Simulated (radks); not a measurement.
Values are calculated unless marked as measured or tabulated.
Q: Neutral ytterbium, [Xe] 4f14 6s2. Code: a radial shooting solver on a logarithmic mesh with Libxc functionals. Model: non-relativistic Kohn-Sham, PBE, spin-polarised, spherical densities, point nucleus. Every spin shell is full or empty, so the densities are truly spherical. Functionals are evaluated on that one density, not self-consistently. Rank these orbital-free kinetic functionals by their error against the exact value of the orbitals, and give that value: Thomas-Fermi, von Weizsacker, TF + vW, TF + vW/9, TF + vW/5, LC94, APBEK, revAPBEK, Thakkar, Pearson, LKT, DePristo-Kress, Ernzerhof.

A: Exact: 13391.6 hartree. From best to worst, with 100 (|E| - |E exact|)/|E exact| (equal figures are ties): APBEK -0.02, LC94 -0.05, revAPBEK +0.13, DePristo-Kress -0.26, Ernzerhof -0.54, TF + vW/9 -0.77, Thakkar -0.81, Pearson -0.94, TF + vW/5 +2.53, Thomas-Fermi -4.89, LKT +16.70, TF + vW +32.19, von Weizsacker -62.92.
